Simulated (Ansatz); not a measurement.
Stepwise reaction of `[F][Ga]([F])[SH]` with water, as a gas-phase model of exchange steps in deposition or etching. ΔE in kJ/mol.

Computed with Ansatz on PBE0-D4/def2-TZVP structures; ΔE is electronic, products minus reactants. CCSD(T)/CBS adds triple-zeta CCSD(T) − MP2 to the extrapolated MP2 energy (def2 sets, frozen cores). This one scheme is used for every species. Functionals use def2-TZVPP. B3LYP here is the variant with VWN-RPA as its local correlation; programs differ in this. For Ga outer-core shells are correlated without core-valence functions, which leaves a few kJ/mol of doubt a bond. Scalar relativity is left out up to krypton. Each species was taken in one conformer, which may not be the lowest.

| step | reaction | PBE-D4 | B3LYP-D4 | ωB97M-V | CCSD(T)/CBS |
| --- | --- | --- | --- | --- | --- |
| 1 | `[F][Ga]([F])[SH]` + H₂O → `[OH][Ga]([F])[SH]` + H–F | 21.7 | 23.4 | 23.5 | 17.6 |

(1) Give the row of step 2, `[OH][Ga]([F])[SH]` + H₂O → `[OH][Ga]([OH])[SH]` + H–F. (Best estimate.)

(2) By hand: ΔE of the 2 steps together at CCSD(T)/CBS.

Results:

(1) Computed: 
```
step                                                reaction  PBE-D4  B3LYP-D4  ωB97M-V  CCSD(T)/CBS
   2  `[OH][Ga]([F])[SH]` + H₂O → `[OH][Ga]([OH])[SH]` + H–F    29.2      31.2     31.1         24.7
```

(2) (17.6) + (24.7) = 42.3 kJ/mol, or 21.1 kJ/mol a step.

In ΔE each step is higher than the one before. All are uphill at CCSD(T)/CBS. PBE-D4 differs from CCSD(T)/CBS by 4.1 to 4.5 kJ/mol a step. Isolated molecules leave out the surface, adducts and barriers. Largest T1 diagnostic: 0.014.
